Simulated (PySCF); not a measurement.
SiAg: energy against distance

Set-up: PySCF, spin-free X2C with a Gaussian nucleus, basis sets Si x2c-TZVPPall, Ag x2c-TZVPPall. Energies in eV from Si + Ag (4d10 5s1) in their ground configurations at the same level. State: ²Π (doublet), unpaired electrons π ↑.

```json
{"R (Å)": "2.059", "M06": "-1.325", "r²SCAN": "-1.503", "BHandHLYP": "-0.781"}
{"R (Å)": "2.155", "M06": "-1.696", "r²SCAN": "-1.804", "BHandHLYP": "-1.142"}
{"R (Å)": "2.250", "M06": "-1.907", "r²SCAN": "-1.952", "BHandHLYP": "-1.352"}
{"R (Å)": "2.322", "M06": "-1.988", "r²SCAN": "-1.992", "BHandHLYP": "-1.437"}
{"R (Å)": "2.394", "M06": "-2.021", "r²SCAN": "-1.987", "BHandHLYP": "-1.475"}
{"R (Å)": "2.466", "M06": "-2.015", "r²SCAN": "-1.950", "BHandHLYP": "-1.478"}
{"R (Å)": "2.562", "M06": "-1.965", "r²SCAN": "-1.863", "BHandHLYP": "-1.440"}
{"R (Å)": "2.681", "M06": "-1.855", "r²SCAN": "-1.717", "BHandHLYP": "-1.346"}
{"R (Å)": "2.825", "M06": "-1.682", "r²SCAN": "-1.512", "BHandHLYP": "-1.190"}
{"R (Å)": "3.016", "M06": "-1.418", "r²SCAN": "-1.224", "BHandHLYP": "-0.949"}
```

Put a parabola through the three lowest points of the M06 curve and estimate Re, k and ωe (reduced mass 22.17 u; 1 eV/Å² = 0.16022 mdyn/Å; ωe = 1302.8·√(k/μ) cm⁻¹).

Through R = 2.322, 2.394, 2.466 Å the second-order coefficient is 3.76 eV/Å², so Re ≈ 2.419 Å, k ≈ 1.21 mdyn/Å and ωe ≈ 304 cm⁻¹. A polynomial fit of higher order to the unrounded M06 energies gives Re = 2.417 Å, k = 1.06 mdyn/Å, ωe = 285 cm⁻¹; anharmonicity and rounding make the difference.

The higher-order fit for each curve: M06: Re = 2.417 Å, ωe = 285 cm⁻¹, De = 2.02 eV; r²SCAN: Re = 2.349 Å, ωe = 307 cm⁻¹, De = 1.99 eV; BHandHLYP: Re = 2.436 Å, ωe = 270 cm⁻¹, De = 1.48 eV.

These are scalar-relativistic numbers at best; spin–orbit coupling would shift them, the dissociation energy most. With d or f electrons several states lie close, and the lowest PBE0 determinant need not be the measured ground state.
